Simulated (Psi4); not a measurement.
Pair of molecules: SiH4 (SMILES [SiH4]) (first 5 atoms) with C2H6O (SMILES CCO); geometry from B3LYP-D3(BJ)/def2-TZVP, rigid monomers moved along the line of their centres of mass till Si1···O8 is 4.24 Å.
(charge 0, multiplicity 1):
```xyz
14

Si    -0.054    -0.067    -0.083
H     -1.235     0.194     0.767
H     -0.399     0.315    -1.477
H      0.308    -1.499    -0.066
H      1.088     0.769     0.349
C      0.180     1.349     5.110
C     -0.192    -0.117     4.981
O      0.617    -0.811     4.032
H     -0.483     1.853     5.817
H      0.105     1.852     4.146
H      1.204     1.463     5.478
H     -0.141    -0.614     5.957
H     -1.214    -0.221     4.613
H      1.543    -0.705     4.280
```

All values below come from SAPT0/jun-cc-pV(D+d)Z (Psi4).

**Question.** Give the four SAPT terms and the total, and say what mostly holds the pair together.

**Answer.** electrostatics -2.1, exchange 0.5, induction -0.3, dispersion -1.5, total -3.5 kJ/mol; the largest attraction is electrostatics.
